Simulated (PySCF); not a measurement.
# How methods differ on the ionisation energy of Rb

Rb [Kr] 5s1 (2S) → Rb+ [Kr] (1S), as a difference of total energies. Computed with PySCF 2.14 in def2-TZVPPD with the def2 core potential (28 electrons), with scalar relativity through the core potential. Correlated levels: valence and next inner shell: nothing frozen outside the core potential. The calculations carry no spin-orbit coupling.

```tsv
method	ionisation energy (eV)	error (eV)
UHF	3.805	-0.372
LDA	4.397	+0.220
PBE	4.282	+0.105
PBE0	4.204	+0.027
r2SCAN	4.086	-0.091
TPSSh	4.059	-0.118
revPBE	4.217	+0.040
BHandHLYP	4.149	-0.028
MP2 (valence and next inner shell)	4.067	-0.110
SCS-MP2 (valence and next inner shell)	4.014	-0.163
```

Reference: 4.177 eV (measured; NIST Atomic Spectra Database, ionization energies).

Errors of the correlated levels include the incompleteness of this basis.
